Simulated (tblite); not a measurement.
Species: C₆H₇NSSi.
Z-matrix (Å and degrees, GFN2-xTB geometry), rows numbered from 1:
```
C 
C   1  1.3556
N   2  1.3650  1  130.15
C   3  1.3718  2  125.74  1   179.79
C   4  1.3597  3  108.60  2   179.96
C   5  1.4180  4  107.26  3    -0.01
C   6  1.3602  5  107.33  4     0.01
S   2  1.7710  1  108.82  3  -179.97
Si  1  1.8579  2   98.87  3   179.92
H   1  1.0752  2  125.58  3    -0.09
H   4  1.0716  3  120.41  2    -0.04
H   5  1.0717  4  126.48  3   180.00
H   6  1.0720  5  126.25  4  -179.99
H   7  1.0709  3  121.21  2     0.03
H   9  1.4536  1  119.17  2  -103.74
H   9  1.4536  1  119.15  2   103.93
```

Computed with GFN2-xTB (tblite): harmonic, unscaled wavenumbers at the GFN2-xTB geometry, gas phase. Against measured fundamentals such values can be off by several per cent, at times by over 20. Modes of hydrogen on silicon can be 10 to 20 % off. One conformer, not necessarily the lowest.

Harmonic wavenumbers (cm⁻¹): 50.4, 87.4, 152.1, 195.5, 322.9, 396.7, 415.6, 452.8, 483.3, 517.8, 573.8, 585.3, 593.7, 631.9, 680.2, 736.4, 753.6, 779.4, 818.2, 823.9, 833.9, 844.0, 853.7, 988.3, 1079.7, 1086.2, 1110.7, 1162.8, 1196.5, 1305.0, 1347.8, 1402.7, 1471.5, 1566.6, 1578.3, 2334.8, 2340.1, 3105.1, 3163.4, 3170.4, 3180.8, 3185.0.

A = 3637, B = 735.8, C = 616.5 MHz; mass 153.007 u (most abundant isotopes); point group Cs, symmetry number 1.

Question: What is the zero-point energy?

Answer: ½Σν̃ = 24179 cm⁻¹ = 289.25 kJ/mol.

Question: What is S at 298.15 K and 1 bar for an ideal gas of classical rigid rotors and harmonic oscillators?

Answer: Translation 171.59, rotation 124.08, vibration 95.84: S = 391.5 J/(mol K).

Question: And Cp and H(298.15 K) − H(0)?

Answer: Cp = 152.63 J/(mol K), of which vibrations give 119.37 (their classical limit is 42 R = 349.2); H(298.15 K) − H(0) = 25.92 kJ/mol without the zero-point energy, 16.00 from vibrations.

Question: What must be added to the electronic energy to get the Gibbs energy at 298.15 K and 1 bar?

Answer: ZPE + [H(298.15 K) − H(0)] − T·S = 289.25 + 25.92 − 116.73 = 198.44 kJ/mol.

Question: Blend soft modes into free rotors: weight 1/[1 + (100 cm⁻¹/ν̃)⁴] for the oscillator and the rest for a rotor with moment μB/(μ + B), μ = h/(8π²ν), B = 10⁻⁴⁴ kg m². What vibrational entropy results?

Answer: 88.86 J/(mol K) in place of 95.84, which changes −T·S at 298.15 K by +2.08 kJ/mol.

Hindered rotation and anharmonicity are outside this model. Other conformers, if any are populated, would add a mixing term that is left out.
